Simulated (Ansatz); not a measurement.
Born–Oppenheimer molecular dynamics of C2H7ClSn (11 atoms, charge 0, multiplicity 1). It starts from a relaxed structure.

Level of theory: RKS B3LYP-D4/def2-SVP in Ansatz.

```yaml
ensemble: NVT, Nosé–Hoover chain
time_step: 1 fs
steps_asked: 166
set_temperature: 400 K
thermostat: time constant 3 fs, chain length 1
seed: 793485
```

First frame:

```xyz
11
Properties=species:S:1:pos:R:3
Sn 0.045 0.112 0.036
C -0.034 -0.074 2.186
H -1.079 -0.168 2.512
H 0.524 -0.971 2.492
H 0.417 0.813 2.656
C 2.054 0.039 -0.752
H 2.535 -0.894 -0.425
H 2.025 0.066 -1.851
H 2.634 0.898 -0.381
H -0.857 1.458 -0.552
Cl -1.060 -1.824 -0.824
```

Task: How far do the bonds stretch over the last three quarters of this one trajectory? (Pairs bonded in most of those frames.)

Result: 
```json
{"bond": "Sn1–C2", "mean (Å)": "2.161", "spread (Å)": "0.030", "shortest": "2.11", "longest": "2.21"}
{"bond": "Sn1–C6", "mean (Å)": "2.157", "spread (Å)": "0.077", "shortest": "2.05", "longest": "2.29"}
{"bond": "Sn1–H10", "mean (Å)": "1.731", "spread (Å)": "0.017", "shortest": "1.70", "longest": "1.77"}
{"bond": "Sn1–Cl11", "mean (Å)": "2.410", "spread (Å)": "0.049", "shortest": "2.32", "longest": "2.48"}
{"bond": "C2–H3", "mean (Å)": "1.101", "spread (Å)": "0.008", "shortest": "1.08", "longest": "1.12"}
{"bond": "C2–H4", "mean (Å)": "1.107", "spread (Å)": "0.037", "shortest": "1.04", "longest": "1.18"}
{"bond": "C2–H5", "mean (Å)": "1.106", "spread (Å)": "0.030", "shortest": "1.05", "longest": "1.19"}
{"bond": "C6–H7", "mean (Å)": "1.108", "spread (Å)": "0.048", "shortest": "1.01", "longest": "1.21"}
{"bond": "C6–H8", "mean (Å)": "1.106", "spread (Å)": "0.044", "shortest": "1.03", "longest": "1.19"}
{"bond": "C6–H9", "mean (Å)": "1.103", "spread (Å)": "0.011", "shortest": "1.08", "longest": "1.13"}
```

Mean temperature of the second half: 396 K. The conserved energy stayed within 3.5 meV per atom of its start (net change 1.2 meV per atom), so the integration is sound. A run of 0.17 ps of so small a system gives no equilibrium averages.

Time of the run: 4.3 min on 4 threads of Arm Neoverse V2 (shared host), peak memory 0.26 GiB.
